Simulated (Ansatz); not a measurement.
Consider the substitution at a C–Si bond: `C=C[Si@@H](N)O[Si@H](N)Cl` + H₂S → `C=CS` + `N[SiH2]O[SiH](N)Cl`.

Gas-phase electronic energies from Ansatz, PBE0-D4/def2-TZVP geometries. CBS: MP2 limit from def2 TZ/QZ plus the TZ coupled-cluster correction, frozen cores. This one scheme is used for every species. Functionals use def2-TZVPP. B3LYP here is the variant with VWN-RPA as its local correlation; programs differ in this. One conformer a species, not always the lowest.

`C=C[Si@@H](N)O[Si@H](N)Cl`:

Cartesian coordinates in Å:
```
C 0.408 2.651 0.637
C 1.435 1.813 0.526
Si 1.272 0.095 -0.141
N 1.872 -1.000 1.018
O -0.328 -0.080 -0.520
Si -1.381 -1.111 -1.177
N -2.799 -1.102 -0.249
Cl -0.442 -2.964 -1.268
H -0.593 2.360 0.330
H 0.519 3.656 1.035
H 2.419 2.154 0.846
H 2.044 -0.134 -1.387
H 1.661 -0.888 1.996
H 2.024 -1.967 0.779
H -1.726 -0.785 -2.574
H -3.634 -1.537 -0.607
H -2.752 -1.162 0.755
```

H₂S:

Z-matrix (Å, degrees):
```
S
H 1 1.341
H 1 1.341 2 92.3
```

`C=CS`:

Cartesian coordinates in Å:
```
C 0.856 -0.503 0.563
C 0.016 0.123 -0.252
S -1.683 0.357 0.102
H 0.542 -0.914 1.515
H 1.897 -0.619 0.288
H 0.355 0.525 -1.199
H -1.984 1.030 -1.017
```

`N[SiH2]O[SiH](N)Cl`:

```xyz
13

N    -0.536    0.159    1.798
Si    1.094    0.218    1.283
O     1.219    0.166   -0.356
Si    0.286   -0.368   -1.570
N    -1.139    0.550   -1.651
Cl   -0.060   -2.383   -1.205
H    -0.981    0.953    2.227
H    -0.987   -0.707    2.042
H     1.846   -0.941    1.818
H     1.669    1.510    1.722
H     0.999   -0.303   -2.857
H    -1.745    0.467   -2.452
H    -1.664    0.679   -0.799
```

```json
{"level": "PBE-D4", "ΔE (kJ/mol)": "42.2", "difference from CCSD(T)/CBS": "-11.2"}
{"level": "r2SCAN-D4", "ΔE (kJ/mol)": "46.4", "difference from CCSD(T)/CBS": "-7.0"}
{"level": "ωB97M-V", "ΔE (kJ/mol)": "52.7", "difference from CCSD(T)/CBS": "-0.7"}
{"level": "PBE", "ΔE (kJ/mol)": "38.9", "difference from CCSD(T)/CBS": "-14.5"}
{"level": "PBE0", "ΔE (kJ/mol)": "44.0", "difference from CCSD(T)/CBS": "-9.4"}
{"level": "B3LYP", "ΔE (kJ/mol)": "44.3", "difference from CCSD(T)/CBS": "-9.1"}
{"level": "HF/def2-TZVPP", "ΔE (kJ/mol)": "54.1", "difference from CCSD(T)/CBS": "0.7"}
{"level": "CCSD/def2-TZVPP", "ΔE (kJ/mol)": "55.8", "difference from CCSD(T)/CBS": "2.4"}
{"level": "HF/def2-QZVPP", "ΔE (kJ/mol)": "54.0", "difference from CCSD(T)/CBS": "0.6"}
{"level": "SCS-MP2/def2-QZVPP", "ΔE (kJ/mol)": "50.5", "difference from CCSD(T)/CBS": "-2.9"}
{"level": "CCSD(T)/CBS", "ΔE (kJ/mol)": "53.4", "difference from CCSD(T)/CBS": "0"}
```

Largest T1 diagnostic among the species: 0.012.

From PBE to PBE0 (25 % exact exchange), in def2-TZVPP and without D4, ΔE moves by +5.2 kJ/mol. The D4 term adds +4.8 kJ/mol with B3LYP and +3.4 kJ/mol with PBE0; it sums over pairs of atoms, weighted by their polarisabilities, and B3LYP, whose exchange is more repulsive, gets the larger term.
